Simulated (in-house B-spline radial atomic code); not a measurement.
# RPA and G0W0 on LDA VWN5: neutral magnesium

Configuration [Ne] 3s2, mean-field start LDA VWN5. Computed with a B-spline radial code for spherical atoms: all electrons, non-relativistic, point nucleus, each spin shell either full or empty, empty states to l = 9 with an (l + 1/2)⁻⁴ tail; G0W0 by contour deformation at full frequency.

Command:
```bash
python run_gw.py task.json out
```
Settings (radii: box in bohr, nucleus in fm):
```
Z                        12
electrons                12
configuration            [Ne] 3s2
hamiltonian              nr
method                   lda,vwn
lmax                     9
spin_polarised           False
box_radius               40
intervals                51
ion_configuration        [Ne] 3s1
```

Cost of the run: 3 s on 1 thread of Arm Neoverse N1, on a shared host.

Energies (hartree):

```csv
term,value
mean-field total,-199.13941
Hartree-Fock functional on these orbitals,-199.59834
direct second order,-0.83527
second-order exchange,0.30366
SOSEX correction,0.26032
```

Q: What is the RPA correlation energy, and what remains with SOSEX?

A: RPA gives -0.69554 hartree (-1.58 eV per electron); RPA + SOSEX gives -0.43522, and the second-order doubles -0.53161 hartree (no singles). RPA lacks exchange-type terms and so overcorrelates at short range.

Quasi-particle levels (eV):

```csv
level,occupied,mean field,Σx - vxc,Σc,QP weight,G0W0
3s,yes,-4.774,-2.02,?,?,?
3p,no,-1.380,2.87,-1.16,0.855,0.332
```

G0W0 = mean field + (Σx - vxc) + Σc, with Σc (partial-wave tail included) taken at the quasi-particle energy. Levels of low weight are left out. An empty level above zero is unbound and depends on the box.

Q: Where does G0W0 put 3s?

A: At -7.534 eV, with Σc = -0.74 eV and a quasi-particle weight of 0.776. The tabulated removal energy is 7.646 eV (NIST, measured); the calculation leaves out relativity, Breit and QED terms, and what these don't explain is the method's own error.

Q: What does it cost to remove one electron (to [Ne] 3s1) by differences of total energies, each species on its own start (correlation terms add to the Hartree-Fock functional)?

A: LDA VWN5 7.721 eV, Hartree-Fock functional 6.567 eV, + RPA 8.016 eV, + RPA + SOSEX 7.656 eV, + second order 8.294 eV. Tabulated: 7.646 eV (NIST, measured); the calculation leaves out relativity, Breit and QED terms, and what these don't explain is the method's own error.
